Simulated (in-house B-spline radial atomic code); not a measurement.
**Ionising S⁴⁺ with different functionals**

Computed with an all-electron radial atomic-structure program (B-spline basis): four-component Dirac-Coulomb Hamiltonian, Fermi nucleus of rms radius 3.2611 fm, spin-restricted, spherical fractional occupations for the functionals. The ionisation energy is the difference of two self-consistent energies, [Ne] 3s2 → [Ne] 3s1, without Breit or QED terms; ε is the level of the shell that loses the electron (mean over j).

Hybrids are left out here: with spherical fractional occupations of an open shell their exact exchange keeps a self-interaction that integer-occupation calculations don't have.

```csv
method,rung,ΔSCF (eV),-ε(3s) (eV)
LDA VWN5,LDA,73.43,66.06
relativistic LDA,LDA,73.40,66.03
LDA PW92,LDA,73.43,66.05
LDA exchange-only,LDA,71.95,64.56
PBE,GGA,73.24,65.92
PBEsol,GGA,?,?
BLYP,GGA,73.34,65.92
RPBE,GGA,73.07,65.83
PW91,GGA,73.35,66.03
BP86,GGA,73.40,66.09
AM05,GGA,73.06,65.79
OLYP,GGA,?,?
```

**Question.** What does OLYP give?

**Answer.** ΔSCF 72.84 eV, and -ε(3s) = 65.70 eV.

**Question.** What does PBEsol give?

**Answer.** ΔSCF 73.13 eV, and -ε(3s) = 65.85 eV.

**Question.** How do they compare with the NIST value?

**Answer.** NIST lists 72.594 eV (measured, ground level to ground level). Errors run from -0.65 to +0.84 eV; OLYP is closest (+0.24 eV), but part of that can be cancellation, since the calculations leave out Breit-QED terms, spin polarisation, the near-degeneracy of s² and p².
